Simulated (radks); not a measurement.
Values are calculated unless marked as measured or tabulated.
Species: Au32+. Configuration: [Kr] 4d10 4f1.

Level of theory: non-relativistic Kohn-Sham, LDA (Slater exchange, Perdew-Wang correlation), spin-unpolarised, spherical densities, point nucleus; relativity is left out, which matters for an element this heavy (a radial shooting solver on a logarithmic mesh with Libxc functionals).

Energy parts (eV):
total: -471630.99
kinetic: 471514.88
electron-nucleus: -1063470.36
Hartree: 128050.40
exchange-correlation: -7725.92

Orbitals (lengths in bohr, moments of r in powers of bohr):
| orbital | occ. | eigenvalue (eV) | <1/r> | <r^2> |
|---|---|---|---|---|
| 1s | 2 | -74218.55 | 78.41 | 0.0004912 |
| 2s | 2 | -13393.89 | 18.45 | 0.007647 |
| 2p | 6 | -12924.52 | 18.49 | 0.005640 |
| 3s | 2 | -4052.469 | 7.192 | 0.04674 |
| 3p | 6 | -3833.537 | 7.147 | 0.04298 |
| 3d | 10 | -3424.747 | 7.065 | 0.03309 |
| 4s | 2 | -1672.373 | 3.404 | 0.1958 |
| 4p | 6 | -1576.086 | 3.344 | 0.1955 |
| 4d | 10 | -1401.214 | 3.224 | 0.1907 |
| 4f | 1 | -1178.193 | 3.030 | 0.1669 |
| 5s | 0 | -901.7829 | 1.897 | 0.6130 |
| 5p | 0 | -857.5328 | 1.856 | 0.6317 |

The highest occupied level is 4f at -1178.2 eV. Virial ratio -V/T = 2.00025. The electron density at the nucleus is 3.533e+05 e/bohr^3. For comparison, the ionisation energy in NIST's Atomic Spectra Database is 1210 eV (theoretical). In exact Kohn-Sham theory the highest level is minus the ionisation energy, but local and semilocal functionals leave it too shallow, through self-interaction and a potential that decays too fast; potentials with the right tail come closer. The density falls to 0.001 e/bohr^3 at r = 1.15 bohr.

Beside tabulated values, note that spin-unpolarised runs miss the spin-polarisation part of the exchange energy of open shells.
